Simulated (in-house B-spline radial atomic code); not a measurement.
Configurations of Er3+, with energies counted from [Xe] 4f11. Level of theory: scalar-relativistic (X2C) BHandHLYP, spin-polarised, spherical fractional occupations, exact exchange averaged over the configuration, Fermi nucleus of rms radius 5.2516 fm; calculated with a B-spline radial code for spherical atoms. Shells without spins written out take the highest spin.

Occupations are held fixed; configurations that lie above the ionisation limit could autoionise.

| configuration | E - E(ref) (eV) | highest orbital | its <r> (bohr) |
| --- | --- | --- | --- |
| [Kr] 4d10 4f12 5s2 5p5 | 23.828 | 4f down | 0.7896 |
| [Xe] 4f10 5f1 | 27.683 | 5f up | 4.191 |
| [Kr] 4d10 4f11 5s2 5p5 5d1 | 29.222 | 5d up | 2.013 |
| [Xe] 4f10 6f1 | 32.647 | 6f up | 7.392 |
| [Kr] 4d10 4f11 5s2 5p5 6p1 | 38.243 | 6p up | 3.423 |
| [Kr] 4d10 4f11 5s2 5p5 6d1 | 45.996 | 6d up | 4.639 |

**Question.** Order these further configurations by energy, lowest first.
A. [Xe] 4f10 6p1
B. [Kr] 4d9 4f11 5s2 5p6 6f1
C. [Xe] 4f10 6s1
D. [Kr] 4d9 4f12 5s2 5p6
E. [Kr] 4d10 4f11 5s2 5p5 5f1

**Answer.** C (12.046 eV), A (18.275 eV), E (47.524 eV), D (167.85 eV), B (200.98 eV).

**Question.** How far above the reference does [Kr] 4d10 4f11 5s2 5p5 6s1 lie?

**Answer.** 32.063 eV; its least bound orbital is 6s up with <r> = 2.902 bohr.
